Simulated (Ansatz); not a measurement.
Computed with Ansatz on PBE0-D4/def2-TZVP structures; ΔE is electronic, products minus reactants. CCSD(T)/CBS adds triple-zeta CCSD(T) − MP2 to the extrapolated MP2 energy (def2 sets, frozen cores). This one scheme is used for every species. DFT in def2-TZVPP. B3LYP here is the variant with VWN-RPA as its local correlation; programs differ in this. For Ga outer-core shells are correlated without core-valence functions, which leaves a few kJ/mol of doubt a bond. Scalar relativity is left out up to krypton.

`B[CH2][GaH2]` + H₂ → `[CH3][GaH2]` + BH₃  (hydrogenolysis of a C–B bond)

`B[CH2][GaH2]`:

Z-matrix (Å, degrees):
```
C
Ga 1 2.011
B 1 1.513 2 101.7
H 1 1.090 2 104.3 3 123.1
H 1 1.095 2 100.6 3 -119.7
H 2 1.567 1 119.2 3 77.0
H 2 1.567 1 118.2 3 -107.0
H 3 1.200 1 120.8 2 91.1
H 3 1.200 1 120.6 2 -83.7
```

H₂:

Z-matrix (Å, degrees):
```
H
H 1 0.746
```

`[CH3][GaH2]`:

Cartesian coordinates in Å:
```
C -0.299 0.169 -0.837
Ga 0.356 -0.229 0.973
H -0.262 1.252 -0.996
H 0.306 -0.303 -1.612
H -1.341 -0.134 -0.958
H -0.586 -0.020 2.218
H 1.827 -0.735 1.212
```

BH₃:

```xyz
4

B     0.000    0.000    0.000
H    -0.714    0.243   -0.925
H     0.807   -0.875   -0.083
H    -0.093    0.633    1.008
```

CCSD(T)/CBS gives +25.7 kJ/mol.

(1) Another level gave +17.3 kJ/mol. Which?
A. PBE-D4/def2-TZVPP
B. BHLYP/def2-TZVPP
C. B97M-V/def2-TZVPP
D. B3LYP/def2-TZVPP

Largest T1 diagnostic among the species: 0.012.

Answers

(1) D. B3LYP 17.3, B97M-V 27.0, PBE-D4 37.0, BHLYP 10.2 kJ/mol.

From PBE to PBE0 (25 % exact exchange), in def2-TZVPP and without D4, ΔE moves by −6.7 kJ/mol. In def2-TZVPP, CCSD(T) changes the Hartree–Fock value by +32.0 kJ/mol (the triples alone add +6.3 kJ/mol) and MP2 by +37.1 kJ/mol. The D4 term adds +7.3 kJ/mol with B3LYP and +3.9 kJ/mol with PBE0; it sums over pairs of atoms, weighted by their polarisabilities, and B3LYP, whose exchange is more repulsive, gets the larger term.
